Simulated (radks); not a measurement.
Neutral chlorine inside a hard spherical wall (all orbitals vanish at R), configuration held at [Ne] 3s2 3p5 and not refilled when levels cross. Calculated with a radial shooting solver on a logarithmic mesh with Libxc functionals: non-relativistic Kohn-Sham, PBE, spin-unpolarised, spherical densities, point nucleus. Eigenvalues in eV, with the zero of energy where the potential of the charges vanishes at infinity; a dash marks a level that is unbound or too diffuse for the functional's potential to be trusted. A positive occupied level is held by the wall or, in an anion where self-interaction has pushed it up, behind a barrier. The pressure on the wall is -dE/dV.

R (bohr),E (hartree),kinetic (hartree),e(2s),e(2p),e(3s),e(3p),"e(4s, empty)","e(4p, empty)",pressure (GPa)
free,-459.96259,459.399,-250.98,-191.57,-20.529,-8.610,-,-,0
12,-459.96259,459.399,-250.98,-191.57,-20.529,-8.609,-0.145,1.146,< 0.0001
7,-459.96139,459.410,-250.89,-191.48,-20.458,-8.540,1.871,4.693,0.0910
6,-459.95670,459.448,-250.64,-191.23,-20.277,-8.355,3.794,7.485,0.612
3.5,-459.58736,461.347,-243.27,-183.77,-15.238,-2.673,30.479,38.976,128
2.5,-457.52016,469.031,-224.08,-164.21,0.133,14.893,94.143,104.86,1820
2,-453.08627,482.328,-200.72,-140.15,25.891,42.985,186.44,195.12,8740
1.5,-437.93974,520.579,-155.06,-92.319,104.42,122.82,423.48,416.29,57800
